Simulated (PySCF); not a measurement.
Vertical excitations of a molecule CH3F3OSi from TDDFT-PBE/def2-SVPD in PySCF, as energy in eV (oscillator strength): 7.16 (0.022), 7.48 (0.012), 7.57 (0.034), 7.89 (0.012), 7.96 (0.000), 8.33 (0.006), 8.52 (0.019), 8.64 (0.044), 8.82 (0.022), 8.95 (0.013). Lowest triplet (TDA): 6.67 eV. Geometry: PBE-D3(BJ)/def2-SVP. The values are those of a single conformer.

### Question
Pick the molecule that these values belong to.
A. O[SiH2]C(F)(F)F
B. CO[Si](F)(F)F
C. O[Si](F)(F)CF
D. OC[Si](F)(F)F

### Answer
C, O[Si](F)(F)CF
